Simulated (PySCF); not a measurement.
## Calculated data, CH5BGeO, C2H7BGe, CH6BGeO, BGeH5N2 and others

Calculation on a computer-drawn molecule: optimised geometry and harmonic frequencies of an isolated molecule of the commonest isotopes, restricted reference for singlets and unrestricted otherwise, frozen core in MP2; on germanium a core potential holds 10 electrons, which the energies leave out, and 3d is frozen in MP2 and coupled-cluster steps. Program: PySCF 2.14.0.

Common to all runs: method HF; basis and core potential on germanium cc-pVDZ-PP ECP10MDF.

```yaml
- entry: 1
  formula: CH5BGeO
  start_structure:
    atoms_angstrom:
      - [B, 0.5192, 1.5955, 0.1397]
      - [C, 0.6436, 0.1314, 0.0155]
      - [Ge, 1.1491, -0.6901, 1.8724]
      - [O, -0.4855, -0.7433, 2.486]
      - [H, -0.5152, 2.1298, 0.3909]
      - [H, 1.4907, 2.3198, 0.0813]
      - [H, -0.2707, -0.3862, -0.2672]
      - [H, 1.4311, -0.2099, -0.689]
      - [H, -0.751, -1.03, 3.3494]
  given:
    charge: 0
    multiplicity: 1
    basis: cc-pVDZ
    drawn_bonds_atom: [1, 2, 3, 1, 1, 2, 2, 4]
    drawn_bonds_other_atom: [2, 3, 4, 5, 6, 7, 8, 9]
    drawn_bonds_order: [1, 1, 1, 1, 1, 1, 1, 1]
  results:
    optimised_atom_element: [B, C, Ge, O, H, H, H, H, H]
    "optimised_atom_x [angstrom]": [0.3591, 0.6447, 0.3913, -0.06375, -0.7462, 1.241, -0.03297, 1.674, -0.2552]
    "optimised_atom_y [angstrom]": [1.449, 0.003459, -1.318, -0.09982, 1.917, 2.126, -0.352, -0.1723, -0.4368]
    "optimised_atom_z [angstrom]": [0.3688, -0.1377, 1.357, 2.598, 0.304, 0.8261, -0.924, -0.4753, 3.462]
    "modes_frequency [cm^-1]": [53.26, 156.0, 300.6, 338.9, 504.4, 526.5, 665.3, 701.1, 830.4, 901.0, 973.7, 1055, 1138, 1164, 1328, 1527, 2661, 2726, 3152, 3198, 4152]
    "modes_reduced_mass [dalton]": [2.42, 4.283, 4.279, 1.065, 1.092, 4.354, 1.095, 9.799, 1.159, 1.14, 1.284, 2.428, 1.451, 1.275, 1.233, 1.142, 1.054, 1.128, 1.059, 1.102, 1.067]
    "rotational_constants [GHz]": [7.703, 3.953, 2.717]
    "total_energy [hartree]": -433.7079
    "convergence_status_largest_gradient_component [hartree/bohr]": 4.413e-05
- entry: 2
  formula: C2H7BGe
  start_structure:
    atoms_angstrom:
      - [B, -0.3087, -2.3452, -1.1314]
      - [C, -1.1001, -1.0501, -1.325]
      - [C, -2.4641, -0.8895, -0.5924]
      - [Ge, 0.1744, 0.327, -0.4157]
      - [H, -0.4308, -3.032, -0.1458]
      - [H, 0.4942, -2.6159, -1.8541]
      - [H, -1.2499, -0.6964, -2.3012]
      - [H, -2.4379, -1.2955, 0.4369]
      - [H, -3.2528, -1.4834, -1.1339]
      - [H, -2.8089, 0.1765, -0.5643]
      - [H, 1.3292, -0.7768, -0.0493]
  given:
    charge: 0
    multiplicity: 1
    basis: cc-pVDZ
    drawn_bonds_atom: [1, 2, 2, 1, 1, 2, 3, 3, 3, 4]
    drawn_bonds_other_atom: [2, 3, 4, 5, 6, 7, 8, 9, 10, 11]
    drawn_bonds_order: [1, 1, 1, 1, 1, 1, 1, 1, 1, 1]
  results:
    optimised_atom_element: [B, C, C, Ge, H, H, H, H, H, H, H]
    "optimised_atom_x [angstrom]": [-0.3028, -1.133, -2.5, 0.1993, -0.4292, 0.5204, -1.174, -2.467, -3.251, -2.865, 1.347]
    "optimised_atom_y [angstrom]": [-2.324, -1.037, -0.895, 0.2697, -3.01, -2.637, -0.6598, -1.238, -1.503, 0.1363, -0.7827]
    "optimised_atom_z [angstrom]": [-1.11, -1.279, -0.593, -0.4071, -0.1264, -1.931, -2.308, 0.4449, -1.104, -0.5922, -0.07049]
    "modes_frequency [cm^-1]": [118.2, 197.1, 199.0, 230.9, 354.9, 467.1, 532.3, 721.9, 828.9, 938.1, 1015, 1047, 1143, 1178, 1198, 1314, 1439, 1521, 1592, 1606, 1969, 2638, 2704, 3159, 3171, 3225, 3233]
    "modes_reduced_mass [dalton]": [1.146, 2.916, 1.25, 2.075, 1.883, 2.404, 1.281, 1.1, 1.492, 1.83, 1.107, 1.345, 1.507, 1.638, 1.743, 1.217, 1.724, 1.214, 1.046, 1.043, 1.021, 1.055, 1.126, 1.04, 1.079, 1.103, 1.103]
    "rotational_constants [GHz]": [7.531, 3.077, 2.372]
    "total_energy [hartree]": -397.8260
    "convergence_status_largest_gradient_component [hartree/bohr]": 2.301e-05
- entry: 3
  formula: CH6BGeO
  start_structure:
    atoms_angstrom:
      - [B, -0.7581, 2.5294, 0.3365]
      - [C, -0.0803, 1.5275, 1.2589]
      - [Ge, -0.9145, 0.0979, 2.1651]
      - [O, 0.1055, -1.2709, 2.333]
      - [H, -1.8422, 2.9294, 0.5771]
      - [H, -0.2415, 2.9403, -0.627]
      - [H, 0.9301, 1.5195, 1.3321]
      - [H, -1.1694, 0.4303, 3.6639]
      - [H, -2.2781, -0.3615, 1.5974]
      - [H, 0.4335, -1.6747, 1.5043]
  given:
    charge: 0
    multiplicity: 2
    basis: cc-pVDZ
    drawn_bonds_atom: [1, 2, 3, 1, 1, 2, 3, 3, 4]
    drawn_bonds_other_atom: [2, 3, 4, 5, 6, 7, 8, 9, 10]
    drawn_bonds_order: [1, 1, 1, 1, 1, 1, 1, 1, 1]
  results:
    optimised_atom_element: [B, C, Ge, O, H, H, H, H, H, H]
    "optimised_atom_x [angstrom]": [-0.7852, -0.05551, -0.9068, 0.1323, -1.978, -0.1727, 1.03, -1.028, -2.271, 0.2197]
    "optimised_atom_y [angstrom]": [2.529, 1.496, 0.1072, -1.341, 2.478, 3.394, 1.536, 0.5242, -0.2516, -1.804]
    "optimised_atom_z [angstrom]": [0.3009, 1.195, 2.266, 2.316, 0.1595, -0.2627, 1.273, 3.729, 1.669, 1.496]
    "modes_frequency [cm^-1]": [28.97, 112.0, 167.0, 191.1, 282.3, 493.2, 591.4, 627.9, 729.3, 737.5, 859.1, 935.5, 942.1, 962.3, 1044, 1091, 1270, 1359, 2227, 2259, 2664, 2731, 3278, 4160]
    "modes_reduced_mass [dalton]": [2.362, 1.118, 2.743, 1.195, 3.396, 1.202, 3.155, 1.344, 2.899, 1.462, 1.104, 1.291, 1.036, 1.116, 1.395, 2.209, 1.309, 1.525, 1.022, 1.018, 1.054, 1.127, 1.086, 1.067]
    "rotational_constants [GHz]": [12.62, 2.635, 2.331]
    "total_energy [hartree]": -434.2541
    spin_squared: 0.7581
    "convergence_status_largest_gradient_component [hartree/bohr]": 1.097e-05
- entry: 4
  formula: BGeH5N2
  start_structure:
    atoms_angstrom:
      - [B, -2.0472, 2.4565, 1.6192]
      - ["N", -1.5888, 1.3305, 0.8298]
      - [Ge, -0.4813, 1.3702, -0.6759]
      - ["N", -0.4864, -0.4272, -1.0109]
      - [H, -2.7621, 2.2793, 2.4835]
      - [H, -1.6899, 3.4901, 1.1862]
      - [H, -1.9238, 0.3911, 1.0505]
      - [H, 0.0017, -0.9298, -1.6545]
      - [H, -0.9196, -1.102, -0.3341]
  given:
    charge: 0
    multiplicity: 1
    basis: cc-pVDZ
    drawn_bonds_atom: [1, 2, 3, 1, 1, 2, 4, 4]
    drawn_bonds_other_atom: [2, 3, 4, 5, 6, 7, 8, 9]
    drawn_bonds_order: [1, 1, 1, 1, 1, 1, 1, 1]
  results:
    optimised_atom_element: [B, "N", Ge, "N", H, H, H, H, H]
    "optimised_atom_x [angstrom]": [-2.039, -1.629, -0.5119, -0.4651, -2.759, -1.663, -1.966, 0.06116, -0.9255]
    "optimised_atom_y [angstrom]": [2.435, 1.292, 1.337, -0.4565, 2.34, 3.519, 0.4092, -0.8429, -1.175]
    "optimised_atom_z [angstrom]": [1.545, 0.8422, -0.6608, -0.9565, 2.506, 1.178, 1.183, -1.717, -0.4275]
    "modes_frequency [cm^-1]": [110.0, 191.4, 322.7, 325.7, 374.3, 494.1, 592.5, 715.3, 787.6, 856.9, 997.0, 1100, 1221, 1343, 1454, 1681, 2642, 2701, 3762, 3777, 3871]
    "modes_reduced_mass [dalton]": [2.683, 2.946, 1.152, 3.409, 1.265, 1.057, 3.792, 5.228, 1.271, 1.095, 1.302, 1.365, 1.542, 1.255, 2.449, 1.118, 1.054, 1.129, 1.05, 1.076, 1.097]
    "rotational_constants [GHz]": [12.58, 3.152, 2.52]
    "total_energy [hartree]": -429.9378
    "convergence_status_largest_gradient_component [hartree/bohr]": 6.939e-06
- entry: 5
  formula: BGeH4NO
  start_structure:
    atoms_angstrom:
      - [B, -0.4427, -1.5737, -0.8152]
      - ["N", -0.345, -0.578, 0.1363]
      - [Ge, 1.1987, 0.1246, 0.9338]
      - [O, 0.3708, 1.3084, 1.9535]
      - [H, -1.4727, -1.9132, -1.2697]
      - [H, 0.5184, -2.0407, -1.231]
      - [H, -1.2936, -0.2066, 0.3941]
      - [H, -0.4927, 1.539, 2.1305]
  given:
    charge: 0
    multiplicity: 1
    basis: cc-pVDZ
    drawn_bonds_atom: [1, 2, 3, 1, 1, 2, 4]
    drawn_bonds_other_atom: [2, 3, 4, 5, 6, 7, 8]
    drawn_bonds_order: [1, 1, 1, 1, 1, 1, 1]
  results:
    optimised_atom_element: [B, "N", Ge, O, H, H, H, H]
    "optimised_atom_x [angstrom]": [-0.4461, -0.4257, 1.155, 0.4492, -1.485, 0.5977, -1.316, -0.4876]
    "optimised_atom_y [angstrom]": [-1.557, -0.5404, 0.1164, 1.329, -1.949, -2.032, -0.1682, 1.461]
    "optimised_atom_z [angstrom]": [-0.8262, 0.1469, 0.9052, 2.005, -1.287, -1.194, 0.4288, 2.054]
    "modes_frequency [cm^-1]": [112.1, 190.3, 320.7, 326.7, 430.8, 593.5, 718.0, 821.2, 856.7, 992.8, 1101, 1215, 1339, 1443, 2648, 2712, 3770, 4143]
    "modes_reduced_mass [dalton]": [2.948, 3.561, 1.153, 4.037, 1.184, 3.915, 12.87, 1.132, 1.097, 1.285, 1.366, 1.628, 1.256, 2.295, 1.054, 1.129, 1.076, 1.067]
    "rotational_constants [GHz]": [13.0, 3.175, 2.552]
    "total_energy [hartree]": -449.7781
    "convergence_status_largest_gradient_component [hartree/bohr]": 1.961e-05
- entry: 6
  formula: CH7BGeN
  start_structure:
    atoms_angstrom:
      - [B, 0.2246, 1.406, 2.0803]
      - ["N", -0.8735, 1.8765, 1.286]
      - [C, -0.6843, 2.1605, -0.0508]
      - [Ge, -2.6482, 2.0182, 1.8792]
      - [H, 1.2549, 1.3676, 1.6059]
      - [H, 0.0589, 1.2775, 3.1684]
      - [H, 0.1755, 2.1962, -0.4985]
      - [H, -1.5183, 2.5393, -0.6609]
      - [H, -3.0183, 3.4753, 1.6218]
      - [H, -3.4394, 1.1249, 1.0848]
      - [H, -2.618, 1.65, 3.3646]
  given:
    charge: 0
    multiplicity: 2
    basis: cc-pVDZ
    drawn_bonds_atom: [1, 2, 2, 1, 1, 3, 3, 4, 4, 4]
    drawn_bonds_other_atom: [2, 3, 4, 5, 6, 7, 8, 9, 10, 11]
    drawn_bonds_order: [1, 1, 1, 1, 1, 1, 1, 1, 1, 1]
  results:
    optimised_atom_element: [B, "N", C, Ge, H, H, H, H, H, H, H]
    "optimised_atom_x [angstrom]": [0.1899, -0.8758, -0.6969, -2.626, 1.291, -0.007493, 0.3074, -1.448, -3.146, -3.495, -2.579]
    "optimised_atom_y [angstrom]": [1.438, 1.881, 2.176, 2.017, 1.342, 1.162, 2.135, 2.763, 3.412, 0.9611, 1.805]
    "optimised_atom_z [angstrom]": [2.047, 1.243, -0.1172, 1.904, 1.573, 3.199, -0.5146, -0.629, 1.548, 1.218, 3.41]
    "modes_frequency [cm^-1]": [69.21, 238.2, 283.5, 295.7, 351.3, 487.6, 523.0, 608.3, 677.0, 690.8, 928.8, 947.4, 968.9, 1004, 1078, 1101, 1284, 1325, 1475, 1586, 2228, 2246, 2282, 2659, 2725, 3286, 3410]
    "modes_reduced_mass [dalton]": [1.099, 1.154, 2.901, 2.084, 3.224, 1.046, 1.443, 3.02, 1.122, 1.16, 1.083, 1.022, 1.028, 1.51, 1.365, 1.636, 1.997, 1.399, 4.354, 1.149, 1.024, 1.017, 1.018, 1.055, 1.129, 1.049, 1.122]
    "rotational_constants [GHz]": [9.415, 3.107, 2.408]
    "total_energy [hartree]": -414.4375
    spin_squared: 0.7651
    "convergence_status_largest_gradient_component [hartree/bohr]": 1.982e-05
- entry: 7
  formula: BGeH5OSi
  start_structure:
    atoms_angstrom:
      - [B, 0.0644, -3.5211, -0.6591]
      - [O, -0.4317, -2.2632, -0.8336]
      - [Ge, -1.1369, -0.7816, -1.2086]
      - [Si, -1.3154, -0.0169, 1.1027]
      - [H, 1.1864, -3.6013, -0.5853]
      - [H, -0.6954, -4.3596, -0.4561]
      - [H, 0.0116, 0.0177, 1.7741]
      - [H, -2.0642, -0.923, 1.9731]
      - [H, -1.8136, 1.2834, 1.3415]
  given:
    charge: 0
    multiplicity: 1
    basis: "cc-pV(D+d)Z"
    drawn_bonds_atom: [1, 2, 3, 1, 1, 4, 4, 4]
    drawn_bonds_other_atom: [2, 3, 4, 5, 6, 7, 8, 9]
    drawn_bonds_order: [1, 1, 1, 1, 1, 1, 1, 1]
  results:
    optimised_atom_element: [B, O, Ge, Si, H, H, H, H, H]
    "optimised_atom_x [angstrom]": [0.08211, -0.3369, -1.42, -1.293, 0.7978, -0.2538, 0.1247, -1.819, -2.077]
    "optimised_atom_y [angstrom]": [-3.621, -2.48, -1.202, 0.1488, -4.362, -3.897, 0.4974, -0.6568, 1.408]
    "optimised_atom_z [angstrom]": [-0.7347, -0.1511, -0.8841, 1.218, -0.1112, -1.863, 1.49, 2.349, 1.136]
    "modes_frequency [cm^-1]": [78.74, 91.22, 105.6, 237.9, 244.4, 324.5, 413.5, 528.1, 584.7, 953.9, 1012, 1025, 1080, 1146, 1261, 1409, 2286, 2289, 2293, 2624, 2700]
    "modes_reduced_mass [dalton]": [1.643, 1.361, 3.805, 1.256, 3.506, 8.443, 1.099, 1.199, 7.069, 1.117, 1.036, 1.037, 1.425, 1.378, 1.78, 2.131, 1.037, 1.032, 1.051, 1.054, 1.121]
    "rotational_constants [GHz]": [6.338, 2.113, 1.615]
    "total_energy [hartree]": -684.8054
    "convergence_status_largest_gradient_component [hartree/bohr]": 1.381e-05
- entry: 8
  formula: BGeH6Si
  start_structure:
    atoms_angstrom:
      - [B, -0.9348, 1.9114, -1.5957]
      - [Si, 0.2238, 1.5626, -0.0889]
      - [Ge, 1.1287, -0.56, 0.6361]
      - [H, -2.0843, 1.8518, -1.4533]
      - [H, -0.5005, 2.0762, -2.5909]
      - [H, 0.7936, 2.6667, 0.7995]
      - [H, 0.6882, -0.81, 2.0904]
      - [H, 0.66, -1.6719, -0.2103]
      - [H, 2.6628, -0.4586, 0.6268]
  given:
    charge: 1
    multiplicity: 1
    basis: "cc-pV(D+d)Z"
    drawn_bonds_atom: [1, 2, 1, 1, 2, 3, 3, 3]
    drawn_bonds_other_atom: [2, 3, 4, 5, 6, 7, 8, 9]
    drawn_bonds_order: [1, 1, 1, 1, 1, 1, 1, 1]
  results:
    optimised_atom_element: [B, Si, Ge, H, H, H, H, H, H]
    "optimised_atom_x [angstrom]": [-0.9477, 0.2938, 1.192, -2.124, -0.473, 0.698, 0.6642, 0.6401, 2.695]
    "optimised_atom_y [angstrom]": [1.907, 1.509, -0.6576, 1.889, 2.141, 2.702, -0.7752, -1.691, -0.4568]
    "optimised_atom_z [angstrom]": [-1.594, -0.04379, 0.705, -1.405, -2.662, 0.7254, 2.125, -0.2573, 0.6206]
    "modes_frequency [cm^-1]": [42.37, 120.9, 222.6, 298.1, 386.9, 466.7, 502.8, 612.5, 689.7, 749.5, 848.0, 938.8, 944.3, 967.0, 1208, 2288, 2293, 2307, 2359, 2727, 2842]
    "modes_reduced_mass [dalton]": [1.176, 3.77, 1.082, 7.978, 1.039, 1.063, 1.096, 2.982, 1.331, 1.314, 1.047, 1.023, 1.021, 1.324, 1.121, 1.012, 1.025, 1.023, 1.042, 1.047, 1.129]
    "rotational_constants [GHz]": [17.98, 1.902, 1.787]
    "total_energy [hartree]": -610.1722
    "convergence_status_largest_gradient_component [hartree/bohr]": 2.446e-05
- entry: 9
  formula: B2GeH8Si
  start_structure:
    atoms_angstrom:
      - [B, 0.1455, 0.6696, 0.7599]
      - [Si, -0.7172, -0.9883, 1.3308]
      - [B, -2.5547, -0.8414, 0.6904]
      - [Ge, -3.02, -1.2615, -1.195]
      - [H, 0.1466, 1.6184, 1.451]
      - [H, 0.6438, 0.8261, -0.296]
      - [H, -0.7132, -1.1977, 2.8143]
      - [H, -0.0511, -2.1722, 0.8211]
      - [H, -3.3529, -0.2559, 1.2339]
      - [H, -4.3494, -1.9179, -1.4215]
      - [H, -3.043, -0.0314, -2.1494]
      - [H, -2.1149, -2.1841, -2.0]
  given:
    charge: 0
    multiplicity: 1
    basis: "cc-pV(D+d)Z"
    drawn_bonds_atom: [1, 2, 3, 1, 1, 2, 2, 3, 4, 4, 4]
    drawn_bonds_other_atom: [2, 3, 4, 5, 6, 7, 8, 9, 10, 11, 12]
    drawn_bonds_order: [1, 1, 1, 1, 1, 1, 1, 1, 1, 1, 1]
  results:
    optimised_atom_element: [B, Si, B, Ge, H, H, H, H, H, H, H, H]
    "optimised_atom_x [angstrom]": [0.4256, -0.7532, -2.562, -3.171, 0.5327, 1.005, -0.9296, -0.129, -3.341, -4.065, -3.995, -1.999]
    "optimised_atom_y [angstrom]": [0.6727, -0.9562, -0.5814, -1.334, 1.564, 0.7877, -1.171, -2.182, 0.1245, -2.559, -0.3125, -1.789]
    "optimised_atom_z [angstrom]": [0.9627, 1.334, 0.459, -1.394, 1.759, -0.08206, 2.795, 0.7685, 1.04, -1.135, -2.192, -2.275]
    "modes_frequency [cm^-1]": [23.7, 36.56, 67.19, 133.4, 163.6, 409.1, 430.2, 474.8, 533.9, 622.2, 656.1, 697.1, 722.3, 807.1, 818.8, 899.4, 955.6, 971.1, 977.2, 1020, 1040, 1259, 2187, 2196, 2214, 2271, 2278, 2674, 2702, 2755]
    "modes_reduced_mass [dalton]": [2.818, 1.107, 1.043, 3.377, 2.613, 1.634, 1.337, 1.08, 1.115, 2.985, 1.438, 1.956, 2.03, 1.395, 1.235, 1.059, 1.043, 1.176, 1.128, 1.359, 1.063, 1.141, 1.022, 1.023, 1.013, 1.05, 1.03, 1.053, 1.091, 1.125]
    "rotational_constants [GHz]": [8.422, 1.085, 1.039]
    "total_energy [hartree]": -636.2621
    "convergence_status_largest_gradient_component [hartree/bohr]": 5.738e-06
- entry: 10
  formula: B2GeH8Si
  start_structure:
    atoms_angstrom:
      - [B, -1.9006, -1.1315, -2.2145]
      - [Si, -1.3592, -0.5308, -0.4458]
      - [Ge, -1.5865, 1.8278, -0.7505]
      - [B, -0.2884, 2.6286, -2.001]
      - [H, -3.0557, -1.3816, -2.4116]
      - [H, -1.1688, -1.2626, -3.1312]
      - [H, -0.036, -0.7538, 0.0509]
      - [H, -2.1515, -0.8357, 0.758]
      - [H, -1.566, 2.4465, 0.6362]
      - [H, -3.0343, 2.0808, -1.1092]
      - [H, -0.5062, 2.6582, -3.1497]
      - [H, 0.8355, 3.0114, -1.661]
  given:
    charge: 0
    multiplicity: 1
    basis: "cc-pV(D+d)Z"
    drawn_bonds_atom: [1, 2, 3, 1, 1, 2, 2, 3, 3, 4, 4]
    drawn_bonds_other_atom: [2, 3, 4, 5, 6, 7, 8, 9, 10, 11, 12]
    drawn_bonds_order: [1, 1, 1, 1, 1, 1, 1, 1, 1, 1, 1]
  results:
    optimised_atom_element: [B, Si, Ge, B, H, H, H, H, H, H, H, H]
    "optimised_atom_x [angstrom]": [-1.941, -1.4, -1.635, -0.2318, -3.064, -1.156, 0.01699, -2.249, -1.466, -3.071, -0.4609, 0.8404]
    "optimised_atom_y [angstrom]": [-1.288, -0.4612, 1.951, 2.685, -1.657, -1.366, -0.7548, -0.9123, 2.555, 2.25, 2.685, 3.07]
    "optimised_atom_z [angstrom]": [-2.22, -0.4458, -0.647, -1.996, -2.424, -3.125, -0.1063, 0.6853, 0.756, -1.109, -3.173, -1.624]
    "modes_frequency [cm^-1]": [37.08, 103.1, 114.0, 134.9, 149.2, 337.7, 393.3, 448.9, 521.5, 548.9, 589.9, 655.2, 719.5, 754.4, 813.2, 825.6, 933.4, 969.4, 985.0, 1029, 1255, 1262, 2181, 2193, 2282, 2292, 2673, 2682, 2754, 2769]
    "modes_reduced_mass [dalton]": [2.431, 2.818, 1.204, 1.539, 1.448, 8.494, 1.094, 1.076, 1.105, 1.723, 1.716, 3.357, 1.115, 1.183, 1.161, 1.205, 1.157, 1.294, 1.201, 1.065, 1.139, 1.146, 1.023, 1.017, 1.042, 1.038, 1.053, 1.052, 1.125, 1.127]
    "rotational_constants [GHz]": [5.403, 1.844, 1.609]
    "total_energy [hartree]": -636.2752
    "convergence_status_largest_gradient_component [hartree/bohr]": 1.886e-05
```
